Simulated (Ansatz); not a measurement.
Si(OAc)2H2 (C₄H₈O₄Si). The state is a singlet with charge 0. Geometry r2SCAN-D4/def2-SVP, basis def2-TZVP, Ansatz.

| run | HOMO (eV) | LUMO (eV) |
| --- | --- | --- |
| A | -12.54 | 3.40 |
| B | -6.65 | -1.40 |
| C | -8.32 | -0.26 |
| D | -7.00 | -1.13 |
| E | -8.58 | -0.10 |

**Question.** The runs used HF, PBE, PBE0, r2SCAN, r2SCAN0. Estimate which is which.

**Answer.** A HF (100 % exact exchange); B PBE (0 % exact exchange); C PBE0 (25 % exact exchange); D r2SCAN (0 % exact exchange); E r2SCAN0 (25 % exact exchange). Exact exchange lowers occupied and raises empty levels; among semilocal functionals meta-GGAs tend to open the gap a little, and such runs are hard to tell apart. The gap grows from 5.25 eV (PBE) to 15.94 eV (HF).
